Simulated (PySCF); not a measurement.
C5H4ClO (doublet state).
SMILES with atom numbers: `[Cl:1][C:2]1=[CH:3][CH2:4][C:5]=[CH:6][O:7]1` (hydrogens: H8 on C3; H9, H10 on C4; H11 on C6)

Computed, not measured: PySCF 2.14.0, PBE0-D3(BJ)/def2-SVP geometry optimisation, gas phase.

Q: Give the optimised bond lengths and angles.

A: 
```csv
bond,length (Å),order
Cl1–C2,1.719,single
C2=C3,1.340,double
C3–C4,1.515,single
C4–C5,1.474,single
C5=C6,1.319,double
C6–O7,1.384,single
C2–O7,1.349,single
C3–H8,1.091,single
"C4–H9, C4–H10",1.106,single
C6–H11,1.090,single
```

Bonds in one row agree within 0.01 Å and their mean is given. Orders are formal, as drawn. A selection of angles:
```csv
angle,degrees
Cl1–C2–C3,122.8
Cl1–C2–O7,110.7
C3–C2–O7,126.5
C2–C3–C4,122.5
C2–C3–H8,118.1
C4–C3–H8,119.4
C3–C4–C5,105.6
C3–C4–H9,110.9
C5–C4–H9,111.8
H9–C4–H10,105.9
C4–C5–C6,128.8
C5–C6–O7,121.3
C5–C6–H11,127.1
O7–C6–H11,111.6
C2–O7–C6,115.3
```

Dihedral angles: Cl1–C2–C3–C4 180° (antiperiplanar); C2–C3–C4–C5 1° (synperiplanar); C3–C4–C5–C6 -1° (synperiplanar); C4–C5–C6–O7 0° (synperiplanar); C5–C6–O7–C2 1° (synperiplanar); Cl1–C2–O7–C6 179° (antiperiplanar).

The C–O distances run from 1.349 Å (C2–O7, drawn single) to 1.384 Å (C6–O7, drawn single), a spread of 0.035 Å. C2 (carbon bonded to C, Cl and O) is planar (angles 126.5°, 122.8° and 110.7°, sum 360.0°, 0.00 Å off the plane of its three neighbours). The 7 heavy atoms lie in one plane (0.004 Å rms). C6 (carbon bonded to C, O and H) is planar (angles 127.1°, 121.3° and 111.6°, sum 360.0°, 0.00 Å off the plane of its three neighbours). The C–C distances run from 1.319 Å (C5=C6, drawn double) to 1.515 Å (C3–C4, drawn single), a spread of 0.196 Å. C3 (carbon bonded to 2 C and H) is planar (angles 122.5°, 119.4° and 118.1°, sum 360.0°, 0.00 Å off the plane of its three neighbours). O7 (oxygen bonded to 2 C) is bent (angle 115.3°).

Point group: Cs (tolerance 0.08 Å). Not checked by PBE0-D3(BJ)/def2-SVP frequencies. ⟨S²⟩ = 0.765 (exact for a doublet: 0.75).
